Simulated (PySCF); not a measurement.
Isomers of C5H4O2S. Method: TDDFT CAM-B3LYP/def2-SVPD, vertical, gas phase, core orbitals frozen in the response (PySCF 2.14.0, density-fitted response routines). Geometries: PBE0-D3(BJ)/def2-SVP; one conformer of each isolated species. Triplets are in the Tamm–Dancoff approximation.

Question: Rank by computed LUMO energy, highest first.
A. `c1(cc(=O)ccs1)O`
B. `O=C(O)c1ccsc1`
C. `O=C(O)c1cccs1`
D. `O=COC1=CSC=C1`

Answer: D (0.16 eV), B (-0.36 eV), A (-0.49 eV), C (-0.70 eV).

```tsv
SMILES	LUMO (eV)	S1 (eV)	gap (eV)	f (S1)	HOMO (eV)	S1 mainly
O=COc1ccsc1	0.16	5.55	8.36	0.157	-8.19	H→L (84%)
O=C(O)c1ccsc1	-0.36	5.37	8.29	0.026	-8.65	H→L (79%)
O=c1ccsc(O)c1	-0.49	4.15	7.74	0.000	-8.23	H-1→L (94%)
O=C(O)c1cccs1	-0.70	5.08	7.92	0.216	-8.62	H→L (83%)
```

H and L stand for HOMO and LUMO.
